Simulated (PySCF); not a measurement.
Gas-phase reaction: GaH₃.NH₃ = GaH₃ + 3 H + N, at 2000 K and a standard pressure of 1 bar. Level: ωB97X-V/def2-TZVP†.

Computed with PySCF and rigid-rotor harmonic-oscillator thermochemistry at 1 bar. † marks an energy on the PBE0/def2-TZVP geometry and frequencies. Open shells (unrestricted): H (multiplicity 2), N (multiplicity 4); the rest are closed-shell singlets. Ga: all electrons, no relativistic terms. Adducts (GaH₃.NH₃) have no counterpoise correction, and HF, PBE, BLYP, B3LYP and PBE0 lack dispersion. GaH₃.NH₃, GaH₃: computed as isolated molecules; such fragments, hydroxides, amides, oligomers or adducts are transient or little studied in the gas. The harmonic model lacks anharmonicity and excited electronic states, which grow with temperature; levels with a mode under 35 cm⁻¹ are left out. Soft modes under 120 cm⁻¹ make the harmonic entropy rough for GaH₃.NH₃.

```json
[
 {"species": "GaH₃.NH₃", "E (Ha)": "-1983.04124", "H(2000 K) − E (kJ/mol)": "405.5", "S°(2000 K) (J/mol/K)": "521.1"},
 {"species": "GaH₃", "E (Ha)": "-1926.44265", "H(2000 K) − E (kJ/mol)": "175.6", "S°(2000 K) (J/mol/K)": "337.4"},
 {"species": "H", "E (Ha)": "-0.50052", "H(2000 K) − E (kJ/mol)": "41.6", "S°(2000 K) (J/mol/K)": "154.3"},
 {"species": "N", "E (Ha)": "-54.58630", "H(2000 K) − E (kJ/mol)": "41.6", "S°(2000 K) (J/mol/K)": "192.9"}
]
```
E: electronic energy; H − E holds the zero-point and thermal terms. 1 Ha = 2625.5 kJ/mol.

Q: Work out ΔH°, ΔS°, ΔG° and log10 K from these numbers.

A: 1. ΔE = 1×(-1926.44265) + 3×(-0.50052) + 1×(-54.58630) − 1×(-1983.04124) = 0.51073 Ha = 1340.9 kJ.
2. Δ(H − E) = 1×(175.6) + 3×(41.6) + 1×(41.6) − 1×(405.5) = -63.5 kJ, so ΔH° = 1277.4 kJ.
3. ΔS° = 1×(337.4) + 3×(154.3) + 1×(192.9) − 1×(521.1) = 472.1 J/K; the number of gas molecules changes by +4.
4. ΔG° = ΔH° − TΔS° = 1277.4 − 2000×(472.1)/1000 = 333.2 kJ.
5. log10 K = −ΔG°/(RT ln 10) = -8.70, with RT ln 10 = 38.29 kJ/mol; at standard pressures the reactants are favoured.
6. A shift of 10 kJ in ΔE would move log10 K by 0.26 here.
For scale, ΔH°(298 K) is 1255 kJ at this level, 1257 kJ at ωB97M-V/def2-TZVP†, and runs from 798 to 1724 kJ over the 20 levels computed.
